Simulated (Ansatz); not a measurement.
PBE exchange is replaced step by step with exact exchange (0 % is PBE, 25 % PBE0; no dispersion term), basis def2-TZVP, Ansatz. System: Re₄ (the lowest singlet isomer of a short search). The state is a singlet with charge 0. Geometry: PBE-D4/def2-SVP.

Geometry of the singlet:

Cartesian coordinates in Å:
```
Re -0.8295 1.3658 -0.1029
Re -0.3694 -0.3389 -1.5208
Re 0.3694 0.3389 1.5208
Re 0.8295 -1.3658 0.1029
```

In the def2 sets Re takes a core potential; there is no spin–orbit coupling. The restricted singlet is unstable towards broken spin symmetry in Hartree–Fock (as tested in another run); at PBE-D4/def2-TZVP, PBE with 5 % exact exchange/def2-TZVP, PBE with 10 % exact exchange/def2-TZVP, PBE with 15 % exact exchange/def2-TZVP and others this wasn't settled. The order of the spin states hangs on the level: the triplet lies 0.19 eV below the singlet at PBE0-D4/def2-TZVP, but 0.32 eV above it at PBE-D4/def2-TZVP. The triplet is doubtful at PBE0-D4/def2-TZVP (⟨S²⟩ 3.52, where a pure state has 2.00). The structure comes from a short search, and lower isomers may exist.

```tsv
exact exchange (%)	HOMO (eV)	LUMO (eV)	gap (eV)
0	-4.20	-3.27	0.93
5	-4.34	-3.10	1.25
10	-4.48	-2.94	1.54
15	-4.62	-2.84	1.78
25	-4.88	-2.63	2.25
35	-5.14	-2.43	2.71
```

Fit a straight line to the column «gap (eV)» against the share of exact exchange and predict its value at 50 %.

With x = exact exchange (%) and y = gap (eV): mean x = 15, mean y = 1.743; Σ(x − x̄)(y − ȳ) = 42.55, Σ(x − x̄)² = 850; slope b = 0.05006, intercept a = ȳ − b·x̄ = 0.9921. The residuals of the fitted rows reach 0.06. At x = 50 the line gives 0.9921 + (0.05006 × 50) = 3.50; the run gave 3.40, 0.10 less than the line.
